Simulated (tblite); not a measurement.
Species: C₅H₁₂BClO.
Atom-mapped SMILES: `[CH2:1]=[CH:2][C@@H:3]([Cl:4])[BH2-:5][O+:6]([CH3:7])[CH3:8]` (hydrogens: H9, H10 on C1; H11 on C2; H12 on C3; H13, H14 on B5; H15, H16, H17 on C7; H18, H19, H20 on C8)
Bond orders are those of one Lewis drawing.

Computed with GFN2-xTB (tblite), gas phase: L-BFGS steps from a force-field or distance-geometry start until the largest atomic force falls under 0.01 eV/Å.

Step 52: E = -724.6430 eV
```
atom  x, y, z in Å  |  force x, y, z in eV/Å
C1      3.3184   -0.0098    0.4511    0.047  -0.024   0.002
C2      2.4425   -0.5461   -0.3824    0.037  -0.019   0.044
C3      1.1412    0.0948   -0.7072    0.087  -0.035   0.139
Cl4     0.9417    0.1325   -2.5001   -0.025   0.009  -0.098
B5     -0.0883   -0.7105    0.0118    0.020   0.062   0.023
O6     -1.4946   -0.0352   -0.4888   -0.030  -0.007  -0.076
C7     -1.5064    1.3822   -0.3794   -0.024  -0.004   0.009
C8     -2.5936   -0.6718    0.1398   -0.014   0.006   0.006
H9      3.1483    0.9524    0.9120   -0.005  -0.059  -0.042
H10     4.2349   -0.5047    0.7276   -0.039  -0.016  -0.052
H11     2.6215   -1.5133   -0.8351    0.001   0.053   0.036
H12     1.2126    1.1461   -0.4144   -0.118  -0.005  -0.015
H13    -0.1810   -1.8405   -0.3244    0.042   0.003  -0.039
H14    -0.0533   -0.5512    1.1927    0.030   0.009   0.031
H15    -1.0511    1.7186    0.5545   -0.024  -0.038   0.067
H16    -2.5299    1.7535   -0.4340   -0.050  -0.008  -0.057
H17    -0.9382    1.7727   -1.2235    0.005  -0.018   0.020
H18    -3.5298   -0.2182   -0.1897   -0.008   0.034  -0.055
H19    -2.5743   -1.7171   -0.1615    0.034  -0.004  -0.012
H20    -2.5258   -0.6235    1.2285    0.034   0.060   0.067
```

Step 53: E = -724.6463 eV
```
atom  x, y, z in Å  |  force x, y, z in eV/Å
C1      3.3236   -0.0192    0.4453    0.070  -0.017  -0.025
C2      2.4440   -0.5519   -0.3860    0.025   0.004   0.014
C3      1.1437    0.0961   -0.6999    0.044  -0.029   0.144
Cl4     0.9346    0.1443   -2.4943   -0.023   0.003  -0.038
B5     -0.0863   -0.7010    0.0269   -0.012   0.052   0.015
O6     -1.4955   -0.0340   -0.4830    0.003  -0.014  -0.129
C7     -1.5116    1.3829   -0.3801   -0.029   0.012   0.001
C8     -2.5968   -0.6754    0.1360    0.011   0.008  -0.011
H9      3.1541    0.9395    0.9131    0.000  -0.060  -0.036
H10     4.2469   -0.5105    0.7024   -0.026  -0.030  -0.012
H11     2.6222   -1.5146   -0.8492   -0.008   0.063   0.044
H12     1.2200    1.1450   -0.3998   -0.104   0.005  -0.038
H13    -0.1754   -1.8329   -0.3000    0.031  -0.027  -0.037
H14    -0.0601   -0.5307    1.2069    0.054   0.009   0.014
H15    -1.0718    1.7234    0.5594   -0.030  -0.027   0.076
H16    -2.5334    1.7543   -0.4575   -0.062  -0.017  -0.036
H17    -0.9303    1.7712   -1.2159    0.020  -0.022   0.014
H18    -3.5336   -0.2328   -0.2083    0.013   0.040  -0.029
H19    -2.5627   -1.7209   -0.1634    0.021  -0.011   0.005
H20    -2.5369   -0.6220    1.2249    0.001   0.057   0.064
```

Question: Estimate the geometry and energy of step 54. (The exact step hangs on the optimiser's Hessian estimate; all steps are aligned on step 53, rigid shifts and turns removed.)

Answer: E = -724.6489 eV, largest force 0.133 eV/Å
```
atom  x, y, z in Å  |  force x, y, z in eV/Å
C1      3.3288   -0.0272    0.4402    0.075  -0.002  -0.044
C2      2.4454   -0.5569   -0.3880    0.007   0.027  -0.009
C3      1.1467    0.0968   -0.6914   -0.018  -0.008   0.086
Cl4     0.9308    0.1525   -2.4894   -0.019  -0.002   0.032
B5     -0.0853   -0.6920    0.0386   -0.036   0.016   0.000
O6     -1.4967   -0.0332   -0.4808    0.027  -0.012  -0.130
C7     -1.5165    1.3834   -0.3803   -0.029   0.018  -0.007
C8     -2.5990   -0.6779    0.1333    0.032   0.012  -0.020
H9      3.1571    0.9277    0.9127    0.012  -0.038  -0.015
H10     4.2568   -0.5145    0.6813    0.011  -0.052   0.025
H11     2.6219   -1.5146   -0.8600   -0.009   0.041   0.037
H12     1.2250    1.1444   -0.3887   -0.082   0.018  -0.045
H13    -0.1716   -1.8252   -0.2835    0.025  -0.046  -0.024
H14    -0.0651   -0.5143    1.2180    0.062   0.009  -0.001
H15    -1.0905    1.7252    0.5658   -0.050  -0.022   0.058
H16    -2.5373    1.7539   -0.4781   -0.050  -0.023  -0.016
H17    -0.9223    1.7690   -1.2082    0.026  -0.013   0.018
H18    -3.5359   -0.2439   -0.2238    0.034   0.033   0.001
H19    -2.5524   -1.7241   -0.1631    0.005  -0.008   0.024
H20    -2.5449   -0.6184    1.2231   -0.024   0.052   0.029
```

The energy changes by -0.0026 eV. The first-order estimate −F·Δx gives -0.0037 eV and the mean of the old and new forces, exact on a quadratic surface, -0.0026 eV. The step makes an angle of 80° with the force vector and moves no atom by more than 0.024 Å.

The cost below is that of the whole relaxation. On one thread of an Arm Neoverse N1, no GPU, shared host with 64 logical CPUs at a one-minute load of 61, this took 1.4 s.
